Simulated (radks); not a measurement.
Values are calculated unless marked as measured or tabulated.
Isoelectronic series with 7 electrons, each ion in its NIST ground configuration. Level of theory: scalar-relativistic Kohn-Sham, PBE, spin-polarised, spherical densities, finite nucleus; open shells are filled with parallel spins first (spin-orbit coupling, left out, can overturn this in heavy ions); Fermi nuclear charge, rms radius of each element as measured or else 0.836 A^(1/3) + 0.57 fm (a radial shooting solver on a logarithmic mesh with Libxc functionals). Total energies (hartree) and mean radii <r> (bohr) (* marks an orbital that is empty in some or all of the ions):

| ion | configuration | E (hartree) | 2p down* | 2p up | 2s down | 2s up |
|---|---|---|---|---|---|---|
| N | [He] 2s2 2p3 | -54.56778 | 1.650 | 1.435 | 1.364 | 1.304 |
| Mg5+ | [He] 2s2 2p3 | -187.26815 | 0.5857 | 0.5694 | 0.6355 | 0.6232 |
| Cl10+ | [He] 2s2 2p3 | -402.09996 | 0.3664 | 0.3605 | 0.4135 | 0.4084 |
| Ti15+ | [He] 2s2 2p3 | -699.84780 | 0.2669 | 0.2639 | 0.3060 | 0.3032 |
| Co20+ | [He] 2s2 2p3 | -1081.68946 | 0.2098 | 0.2080 | 0.2423 | 0.2406 |
| Ge25+ | [He] 2s2 2p3 | -1549.17044 | 0.1727 | 0.1714 | 0.2001 | 0.1989 |
| Rb30+ | [He] 2s2 2p3 | -2104.23118 | 0.1465 | 0.1456 | 0.1700 | 0.1691 |
| Mo35+ | [He] 2s2 2p3 | -2749.24127 | 0.1271 | 0.1264 | 0.1474 | 0.1467 |
| Ag40+ | [He] 2s2 2p3 | -3487.05880 | 0.1120 | 0.1115 | 0.1297 | 0.1292 |
| Te45+ | [He] 2s2 2p3 | -4321.08525 | 0.1000 | 0.09959 | 0.1155 | 0.1151 |
| La50+ | [He] 2s2 2p3 | -5255.3744 | 0.09019 | 0.08985 | 0.1037 | 0.1034 |
| Sm55+ | [He] 2s2 2p3 | -6294.6888 | 0.08201 | 0.08173 | 0.09388 | 0.09362 |
| Ho60+ | [He] 2s2 2p3 | -7444.7449 | 0.07507 | 0.07484 | 0.08543 | 0.08522 |
| Hf65+ | [He] 2s2 2p3 | -8712.2651 | 0.06911 | 0.06891 | 0.07810 | 0.07792 |
| Ir70+ | [He] 2s2 2p3 | -10105.4022 | 0.06393 | 0.06376 | 0.07164 | 0.07149 |
| Pb75+ | [He] 2s2 2p3 | -11633.7848 | 0.05937 | 0.05922 | 0.06589 | 0.06577 |
